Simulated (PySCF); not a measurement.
Ga(F)(GeH3)2, SMILES [F][Ga]([GeH3])[GeH3] (PBE0/def2-SVP optimised geometry):

```
10

Ga    -0.090    -0.740     0.000
F     -0.768    -2.375     0.002
Ge    -1.825     0.987     0.000
H     -2.483     1.064    -1.392
H     -2.921     0.668     1.033
H     -1.236     2.375     0.323
Ge     2.358    -0.740     0.000
H      2.873    -0.618     1.449
H      2.921    -2.036    -0.608
H      2.910     0.463    -0.791
```

Level of theory: PBE0/def2-TZVP in PySCF 2.14.0.

Q: What are the frontier orbital energies and the dipole moment?

A: HOMO-2 -9.77 eV, HOMO-1 -9.51 eV, HOMO -7.39 eV, LUMO -2.10 eV, LUMO+1 -0.59 eV; dipole moment 2.08 D.

On the same geometry PBE/def2-TZVP (PySCF 2.14.0) gives HOMO-2 -8.42 eV, HOMO-1 -8.19 eV, HOMO -6.35 eV, LUMO -2.82 eV, LUMO+1 -1.45 eV; dipole moment 1.93 D.

Meta-Löwdin charges at PBE0/def2-TZVP: Ga1 0.58, F2 -0.51, Ge3 0.07, H4 -0.03, H5 -0.03, H6 -0.04, Ge7 0.07, H8 -0.03, H9 -0.03, H10 -0.04.
